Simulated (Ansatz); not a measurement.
Input for Ansatz (an electronic-structure program): U-wB97X-V/def2-TZVPP on InRu, 2S+1 = 2, a spin state set in the input, which need not be the lowest, a point of a bond scan (R = 2.516 Å). Elements past Kr take the def2 small-core potentials; no spin–orbit coupling.

Ansatz 0.2 input:
```yaml
crystal:
  periodic: [false, false, false]
  atoms:
    - {symbol: Ru, position_ang: [0.00000000, 0.00000000, 0.00000000]}
    - {symbol: In, position_ang: [0.00000000, 0.00000000, 2.51647000]}
basis:
  gaussian:
    orbitals: def2-TZVPP
    pivot_positions_ang: [[0.00000000, 0.00000000, 0.00000000], [0.00000000, 0.00000000, 2.51647000]]
hamiltonian:
  xc: {name: wB97X-V}
magnetization: {spin_polarized: true, initial_magnetization: 1}
output: {forces: true, orbitals: {seedname: ./end}}
```

The head of its log:

```
WARN ansatz: RAYON_NUM_THREADS=1 ignored (pool sized by the plan → 1); use --threads N
Functional definition: wB97X-V
integrals: 0.05 GiB planned
809 factors; their error is unknown
integrals: 0.08 GiB planned
194 factors; integrals over basis functions are off by at most 3.4e-5 eV
mean field: 0.69 GiB planned
mean field evaluation 1: about -7728.9860 eV, gradient 6.6e1 eV
mean field evaluation 2: about -7366.1439 eV, gradient 1.7e2 eV
```

Q: Predict the final total energy.

A: -284.8838 hartree. Its determinant has ⟨S²⟩ = 1.69, a mixture of spin states.
